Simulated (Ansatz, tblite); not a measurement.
Removing and adding an electron: the cluster Cu₂F₂ (the lowest singlet isomer of a short search). Total charge 0; singlet. Geometry: PBE-D4/def2-SVP. Ansatz, gas phase; energy differences of separate SCF runs; the oxidised species was run as a doublet alone; the reduced species was run as a doublet alone.

```xyz
4

Cu   -0.430   -0.314    0.318
Cu    1.233    0.816   -0.921
F    -0.717   -2.036    0.345
F    -0.086    1.534    0.258
```

The xTB rows come from tblite. HOMO above LUMO, or a gap near zero within one spin, warns that the state may not be the lowest or that an electron is smeared out. Another isomer (singlet) lies 0.08 eV lower at PBE0-D4/def2-TZVP.

```tsv
level	−HOMO (eV)	vertical IE (eV)	−LUMO (eV)	vertical EA (eV)	HOMO–LUMO gap (eV)	IE − EA (eV)	remarks
PBE-D4/def2-TZVP	5.87	9.43	4.64	–	1.24	–	gap within one spin near zero (+1 doublet)
PBE-D4/def2-TZVPD	5.93	–	4.67	2.03	1.26	–	HOMO above zero (-1 doublet)
PBE0-D4/def2-TZVP	7.26	9.41	3.71	–	3.55	–	–
PBE0-D4/def2-TZVPD	7.29	–	3.73	1.94	3.55	–	–
```

(1) Estimate the rows for GFN1-xTB, GFN2-xTB, r2SCAN-D4/def2-TZVP, r2SCAN-D4/def2-TZVPD.

Results:

(1) 
```
               level  −HOMO (eV)  vertical IE (eV)  −LUMO (eV)  vertical EA (eV)  HOMO–LUMO gap (eV)  IE − EA (eV)                       remarks
            GFN1-xTB       11.09             14.05        9.65              6.74                1.44          7.31                             –
            GFN2-xTB       10.23             14.19        6.87              4.45                3.35          9.74                             –
 r2SCAN-D4/def2-TZVP        6.00              9.37        4.38                 –                1.62             –                             –
r2SCAN-D4/def2-TZVPD        6.02                 –        4.40              2.08                1.63             –  HOMO above zero (-1 doublet)
```

   A HOMO above zero means that the electron is unbound at that level or that self-interaction error raises the level; the energy of removing that electron tells which. Raw xTB energy differences between charge states are shifted by several eV; the methods need an empirical correction for them.
